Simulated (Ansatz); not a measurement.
One change: `C[CH](C)[MgH]` becomes `C[CH](C)[Mg][Cl]`.

Ansatz, PBE0-D4/def2-TZVP geometries, multiplicity 1. Each molecule was computed in one conformer, which needn't be the lowest.

```
                                          property  `C[CH](C)[MgH]`
    size of the dipole moment (PBE/def2-TZVPP) / D             0.55
size of the dipole moment (ωB97M-V/def2-TZVPP) / D             0.50
                 HOMO energy (PBE/def2-TZVPP) / eV            -4.96
    zero-point energy (PBE0-D4/def2-TZVP) / kJ/mol            253.6
                LUMO energy (PBE0/def2-TZVPP) / eV            -0.34
           HOMO–LUMO gap (ωB97M-V/def2-TZVPP) / eV             9.01
```

What does the change do to each property? (Best estimate.)

Ansatz gave: 
```csv
property,`C[CH](C)[Mg][Cl]`,shift
size of the dipole moment (PBE/def2-TZVPP) / D,2.36,1.81
size of the dipole moment (ωB97M-V/def2-TZVPP) / D,2.26,1.76
HOMO energy (PBE/def2-TZVPP) / eV,-5.54,-0.58
zero-point energy (PBE0-D4/def2-TZVP) / kJ/mol,245.0,-8.6
LUMO energy (PBE0/def2-TZVPP) / eV,-1.10,-0.76
HOMO–LUMO gap (ωB97M-V/def2-TZVPP) / eV,8.97,-0.04
```

With PBE0 the HOMO falls by 0.58 eV and the LUMO falls by 0.76 eV, so the gap narrows by about 0.18 eV. PBE moves the HOMO by -0.58 eV and ωB97M-V by -0.59 eV. Dipoles are sizes alone; their direction can turn.
